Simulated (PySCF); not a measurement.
**Arsenic: a sound run and one with changed settings**

Sound run: As⁺ [Ar] 3d10 4s2 4p2, As²⁺ [Ar] 3d10 4s2 4p1. Calculation: PySCF 2.14, in cc-pVTZ-DK; the spin-free X2C one-electron Hamiltonian (Gaussian nucleus). In the sound run the correlated levels freeze [Ar] 3d10. The sound run starts from symmetry-adapted Hartree-Fock orbitals and uses a fine grid where one is needed.

Changed run: basis STO-3G, all-electron and non-relativistic. This setting is unsound on purpose.

```csv
species,method,sound run (hartree),changed run (hartree),converged
As⁺,UHF,-2258.66841,-2209.00633,yes
As⁺,TPSS,-2260.29709,-2210.15694,yes
As⁺,M06-L,-2260.26945,-2210.26066,yes
As⁺,MP2,-2258.72193,-2209.01391,yes
As⁺,CCSD(T),-2258.73883,-2209.01980,yes
As²⁺,UHF,-2258.00776,-2208.37732,yes
As²⁺,TPSS,-2259.61567,-2209.50394,yes
As²⁺,M06-L,-2259.59953,-2209.60329,yes
As²⁺,MP2,-2258.04766,-2208.39291,yes
As²⁺,CCSD(T),-2258.06249,-2208.40405,yes
```

Ionisation energy of As⁺:

```tsv
method	sound run (eV)	changed run (eV)
UHF	17.977	17.116
TPSS	18.542	17.769
M06-L	18.229	17.888
MP2	18.348	16.898
SCS-MP2	18.273	16.855
CCSD	18.380	16.755
CCSD(T)	18.404	16.755
```

A minimal basis cannot let orbitals breathe on ionisation and holds almost no correlation. The Hamiltonian changed with the basis, so the totals do not compare.

For comparison, NIST gives 18.589 eV between the lowest levels.
